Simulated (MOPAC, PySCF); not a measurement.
[Mo(NH2)6], neutral singlet in the gas phase. 

Cartesian coordinates (Å):
```xyz
19

Mo    -0.1208     0.1361    -0.0101
N     -0.4689     1.5161    -1.4219
H     -0.3221     2.5234    -1.3082
H     -0.8200     1.3186    -2.3637
N     -2.0034     0.3370     0.6491
H     -2.7005     0.9738     0.2521
H     -2.4105    -0.1815     1.4331
N     -0.7160    -1.3047    -1.2708
H     -0.1029    -1.8120    -1.9157
H     -1.6781    -1.6437    -1.3642
N      1.7617    -0.0643    -0.6697
H      2.1683     0.4542    -1.4539
H      2.4593    -0.7005    -0.2726
N      0.2270    -1.2440     1.4017
H      0.0799    -2.2513     1.2882
H      0.5769    -1.0463     2.3439
N      0.4745     1.5763     1.2511
H     -0.1382     2.0823     1.8973
H      1.4368     1.9145     1.3452
```
Charge 0, spin multiplicity 1.

All levels are single points at this geometry (TPSS-D3(BJ)/def2-SVP); Pople sets use spherical d functions. Orbital energies aren't observables, and empty levels follow the basis.

PM6 in MOPAC gives HOMO (eV) = -7.39.

Question: Estimate the HOMO (eV) from each of these levels: PBE-D3(BJ)/def2-TZVP in PySCF; TPSSh-D3(BJ)/def2-TZVP in PySCF; B3LYP/6-311+G** (LANL2DZ on Mo) in PySCF; B3LYP/6-31G* (LANL2DZ on Mo) in PySCF; B3LYP/LANL2DZ in PySCF; BP86/6-31G* (LANL2DZ on Mo) in PySCF; M06-2X/6-31G* (LANL2DZ on Mo) in PySCF; PBE/6-31G* (LANL2DZ on Mo) in PySCF; SVWN5/6-31G* (LANL2DZ on Mo) in PySCF; HF/6-31G* (LANL2DZ on Mo) in PySCF; AM1 in MOPAC; PM7 in MOPAC.

Answer: 
```tsv
level	HOMO (eV)
PBE-D3(BJ)/def2-TZVP in PySCF	-5.13
TPSSh-D3(BJ)/def2-TZVP in PySCF	-5.62
B3LYP/6-311+G** (LANL2DZ on Mo) in PySCF	-6.16
B3LYP/6-31G* (LANL2DZ on Mo) in PySCF	-5.65
B3LYP/LANL2DZ in PySCF	-5.77
BP86/6-31G* (LANL2DZ on Mo) in PySCF	-4.76
M06-2X/6-31G* (LANL2DZ on Mo) in PySCF	-7.09
PBE/6-31G* (LANL2DZ on Mo) in PySCF	-4.70
SVWN5/6-31G* (LANL2DZ on Mo) in PySCF	-4.80
HF/6-31G* (LANL2DZ on Mo) in PySCF	-8.86
AM1 in MOPAC	-8.87
PM7 in MOPAC	-7.85
```
